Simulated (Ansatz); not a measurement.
Correlation energies of `C=[C](F)[AlH][OH]` by basis set

| atom | x (Å) | y (Å) | z (Å) |
| --- | --- | --- | --- |
| C1 | 0.455 | -0.599 | -1.498 |
| C2 | 0.915 | -0.015 | -0.398 |
| F3 | 2.247 | 0.260 | -0.327 |
| Al4 | -0.181 | 0.487 | 1.139 |
| O5 | -1.818 | 0.098 | 0.943 |
| H6 | -0.602 | -0.824 | -1.569 |
| H7 | 1.102 | -0.861 | -2.330 |
| H8 | 0.374 | 1.183 | 2.444 |
| H9 | -2.493 | 0.272 | 1.596 |

Charge 0, multiplicity 1. The structure was optimised at the PBE0-D4/def2-TZVP level. It is one conformer, not always the lowest. Frozen core, restricted reference, the Gaussian-basis code of Ansatz. CBS rows extrapolate triple and quadruple zeta; past MP2 they add the triple-zeta difference.

| basis | HF (Eh) | MP2 corr. |
| --- | --- | --- |
| def2-SVP | -494.03079 | -0.69088 |
| def2-TZVPP | -494.42974 | -0.88167 |
| def2-QZVPP | -494.44854 | -0.95259 |

Task: Estimate the CCSD correlation energy and the (T) correction in each basis where they were run (hartree).

Result: 
```csv
basis,CCSD corr.,(T)
def2-SVP,-0.72672,-0.01919
def2-TZVPP,-0.90779,-0.03444
CBS(def2),-1.03124,as TZ
```
